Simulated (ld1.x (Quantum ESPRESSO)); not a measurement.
# Before and after: TM potential for Mn

ld1.x (Quantum ESPRESSO) 7.5 input, shortened:

```
&input
   title='Mn', zed=25., rel=1, dft='PZ', iswitch=3,
   config='[Ar] 3d5 4s0 4p0'
 /
 &inputp
   pseudotype=2, tm=.true., lloc=0,
   nlcc=.false.
 /
3
3P  2  1   6.00   0.00  0.95  0.95  0.0
3D  3  2   5.00   0.00  1.55  1.55  0.0
4S  1  0   0.00   0.00  2.35  2.35  0.0
 &test
   configts(1)='3p6 3d5 4s0 4p0'
 /
```

Change: wave 3p (bound): rc 0.95 bohr becomes 3p (bound): rc 0.82 bohr.

Cutoffs: the cutoffs (Ry, on a coarse ladder) from which the occupation-weighted sum of valence levels, in a spherical-Bessel basis at the reference potential, stays within 10 and 1 mRy of its value at 400 Ry; they do not see the model core or the augmentation charge, which bear on the density cutoff. Errors are all-electron minus pseudo energies relative to the spin-unpolarised reference configuration.

Problem. Predict the effect on cutoff, ghosts and configuration errors.

Solution. The potential gets harder (110 Ry and 200 Ry → 140 Ry and 230 Ry); the errors of the 9 common tests hardly move; neither file shows a bound ghost at the reference potential, the only one tested. A smaller radius makes the pseudo-wave follow the all-electron one further in, where it bends more sharply, so more plane waves are needed.

```tsv
quantity	base	changed
cutoff, loose	110 Ry	140 Ry
cutoff, tight	200 Ry	230 Ry
loose cutoff by channel (10 mRy a level)	p 55 Ry, d 90 Ry	p 90 Ry, d 90 Ry
bound ghosts	none	none
error for 3p6 3d5 4s2 4p0, meV [ΔE -24.53 eV]	-12	-12
error for 3p6 3d5 4s1 4p0, meV [ΔE -15.88 eV]	-4.6	-4.6
error for 3p6 3d4 4s0 4p0, meV [ΔE 32.81 eV]	-247	-248
error for 3p6 3d3 4s0 4p0, meV [ΔE 83.85 eV]	-908	-910
error for 3p6 3d6 4s1 4p0, meV [ΔE -24.93 eV]	-104	-104
error for 3p6 3d5.5 4s1.5 4p0, meV [ΔE -25.04 eV]	-17	-17
error for 3p6 3d6 4s0 4p0, meV [ΔE -17.51 eV]	-171	-171
error for 3p6 3d5 4s0 4p0 (spin-polarised), meV [ΔE -5.47 eV]	+1186	+1183
error for 3p6 3d5 4s2 4p0 (spin-polarised), meV [ΔE -29.58 eV]	+1134	+1130
s: phases at 2.55 bohr within 0.05 rad from the reference energy up to (Ry; the scan ends near 5)	1.6	1.6
p: phases at 2.55 bohr within 0.05 rad from the reference energy up to (Ry; the scan ends near 5)	-2.3	-2.3
d: phases at 2.55 bohr within 0.05 rad from the reference energy up to (Ry; the scan ends near 5)	-0.8	-0.8
```

Base: These tests converged, but a pseudo level misses the all-electron one widely, so the file describes the atom poorly there or has found another state: 3p6 3d4 4s0 4p0: empty 4p by 2.9 eV; 3p6 3d3 4s0 4p0: empty 4p by 4.6 eV (a node warning on the way). Changed file: These tests converged, but a pseudo level misses the all-electron one widely, so the file describes the atom poorly there or has found another state: 3p6 3d4 4s0 4p0: empty 4p by 2.9 eV; 3p6 3d3 4s0 4p0: empty 4p by 4.6 eV (a node warning on the way).
